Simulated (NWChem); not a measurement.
System: vinylidene fluoride (C$_{2}$H$_{2}$F$_{2}$); SMILES C=C(F)F

NWChem input:

```
start job
memory heap 200 mb stack 900 mb global 1100 mb
geometry units angstroms noautoz
  C      0.014897    -1.383744     0.000000
  C      0.000704    -0.060042     0.000000
  F     -1.080642     0.680154     0.000000
  F      1.066012     0.703120     0.000000
  H      0.966391    -1.911793     0.000000
  H     -0.925041    -1.932095     0.000000
end
basis spherical
  C library def2-svpd
  F library def2-svpd
  H library def2-svpd
end
dft
  xc pbe0
  iterations 150
  mulliken
end
task dft gradient
```

Excerpt of the output:

```
             Northwest Computational Chemistry Package (NWChem) 7.3.0
             --------------------------------------------------------

 C2V symmetry detected

                             Geometry "geometry" -> ""
                             -------------------------

 Output coordinates in angstroms (scale by  1.889725989 to convert to a.u.)

  No.       Tag          Charge          X              Y              Z
 ---- ---------------- ---------- -------------- -------------- --------------
    1 C                    6.0000     0.00000000     0.00000000    -1.38203762
    2 C                    6.0000     0.00000000     0.00000000    -0.05825954
    3 F                    9.0000     0.00000000    -1.07338842     0.69346223
    4 F                    9.0000     0.00000000     1.07338842     0.69346223
    5 H                    1.0000     0.00000000     0.94577048    -1.92026864
    6 H                    1.0000     0.00000000    -0.94577048    -1.92026864

 Effective nuclear repulsion energy (a.u.)     118.1080137200

      Symmetry information
      --------------------

 Group name             C2v
 Group number             16
 Group order               4
 No. of unique centers     4

                                 NWChem DFT Module
                                 -----------------

 Summary of "ao basis" -> "ao basis" (spherical)
 ------------------------------------------------------------------------------
       Tag                 Description            Shells   Functions and Types
 ---------------- ------------------------------  ------  ---------------------
 C                         def2-svpd                 8       20   4s2p2d
 F                         def2-svpd                 9       23   4s3p2d
 H                         def2-svpd                 4        8   2s2p

      Symmetry analysis of basis
      --------------------------

        a1         42
        a2         13
        b1         17
        b2         30

            General Information
            -------------------
          SCF calculation type: DFT
          Wavefunction type:  closed shell.
          No. of atoms     :     6
          No. of electrons :    32
           Alpha electrons :    16
            Beta electrons :    16
          Charge           :     0
          Spin multiplicity:     1
          Use of symmetry is: on ; symmetry adaption is: on
          Maximum number of iterations: 150
          AO basis - number of functions:   102
                     number of shells:    42
          Convergence on energy requested:  1.00D-06
          Convergence on density requested:  1.00D-05
          Convergence on gradient requested:  5.00D-04

              XC Information
              --------------
                         PBE0 Method XC Functional
                     Hartree-Fock (Exact) Exchange  0.250
          PerdewBurkeErnzerhof Exchange Functional  0.750
            Perdew 1991 LDA Correlation Functional  1.000 local
           PerdewBurkeErnz. Correlation Functional  1.000 non-local

             Grid Information
             ----------------
          Grid used for XC integration:  medium
          Radial quadrature: Mura-Knowles
          Angular quadrature: Lebedev.
          Tag              B.-S. Rad. Rad. Pts. Rad. Cut. Ang. Pts.
          ---              ---------- --------- --------- ---------
          C                   0.70       49          10.0       434
          F                   0.50       49          10.0       434
          H                   0.35       45          11.0       434
          Grid pruning is: on
          Number of quadrature shells:   192
          Spatial weights used:  Erf1

      Superposition of Atomic Density Guess
      -------------------------------------

 Sum of atomic energies:        -274.84313633

      Non-variational initial energy
      ------------------------------

 Total energy =    -276.463648
 1-e energy   =    -614.069880
 2-e energy   =     219.498218
 HOMO         =      -0.281508
 LUMO         =       0.072728

      Symmetry analysis of molecular orbitals - initial
      -------------------------------------------------

  Numbering of irreducible representations:

     1 a1          2 a2          3 b1          4 b2

  Orbital symmetries:

     1 a1          2 b2          3 a1          4 a1          5 a1
     6 b2          7 a1          8 a1          9 b2         10 b1
    11 a1         12 a2         13 b2         14 a1         15 b2
    16 b1         17 a1         18 b1         19 a1         20 b2
    21 b2         22 b1         23 a1         24 a1         25 a2
    26 a1

     ---------------------------------------------
      Total Density - Mulliken Population Analysis
     ---------------------------------------------

    Atom       Charge   Shell Charges
 -----------   ------   -------------------------------------------------------
    1 C    6     6.58   1.99  0.98  0.33 -0.06  2.18  1.01  0.02  0.14
    2 C    6     4.35   1.99  0.87 -0.06 -0.06  1.40  0.09  0.11  0.01
    3 F    9     9.61   1.99  1.14  0.78  0.08  3.42  2.04  0.12  0.01  0.02
    4 F    9     9.61   1.99  1.14  0.78  0.08  3.42  2.04  0.12  0.01  0.02
    5 H    1     0.93   0.66  0.22  0.03  0.02
    6 H    1     0.93   0.66  0.22  0.03  0.02

[...]

                         DFT ENERGY GRADIENTS

    atom               coordinates                        gradient
                 x          y          z           x          y          z
   1 C       0.000000   0.000000  -2.611672    0.000000   0.000000  -0.000199
   2 C       0.000000   0.000000  -0.110095    0.000000   0.000000   0.006512
   3 F       0.000000  -2.028410   1.310454    0.000000   0.002617  -0.002511
   4 F       0.000000   2.028410   1.310454    0.000000  -0.002617  -0.002511
   5 H       0.000000   1.787247  -3.628782    0.000000   0.000747  -0.000646
   6 H       0.000000  -1.787247  -3.628782    0.000000  -0.000747  -0.000646
```

Level: PBE0/def2-SVPD. All runs use the structure optimised with PBE0/def2-SVP.
